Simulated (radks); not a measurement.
Problem. These are the eigenvalues of the occupied orbitals of an atom or ion with whole-number occupations (hartree). Calculated with a radial shooting solver on a logarithmic mesh with Libxc functionals: non-relativistic Kohn-Sham, PBE, spin-polarised, spherical densities, point nucleus.

| orbital | eigenvalue |
|---|---|
| 1s down | -2410.012 |
| 1s up | -2410.011 |
| 2s up | -397.8827 |
| 2s down | -397.8719 |
| 2p up | -381.6452 |
| 2p down | -381.6371 |
| 3s up | -91.76595 |
| 3s down | -91.76252 |
| 3p up | -84.21502 |
| 3p down | -84.21140 |
| 3d up | -70.13886 |
| 3d down | -70.13206 |
| 4s up | -19.05983 |
| 4s down | -19.05205 |
| 4p up | -15.88383 |
| 4p down | -15.87557 |
| 4d up | -10.08677 |
| 4d down | -10.07656 |
| 5s up | -3.17009 |
| 5s down | -3.06864 |
| 4f up | -2.48256 |
| 4f down | -2.46487 |
| 5p up | -2.23965 |
| 5p down | -2.12488 |
| 5d up | -0.85784 |

Which element is it, and in what charge state? The configuration may be excited. Open shells, if any, are filled with parallel spins first.

Solution. Z = 75, rhenium, charge +2: Re2+ in [Xe] 4f14 5d5. The list shows which subshells hold electrons but not how many an open one holds; the 1s level, -2410 hartree, gives Z - s = 69.4 by -(Z - s)^2/2, which with screening narrows Z to a few neighbours, and the depths of the outer levels then fix element, charge and occupations together.
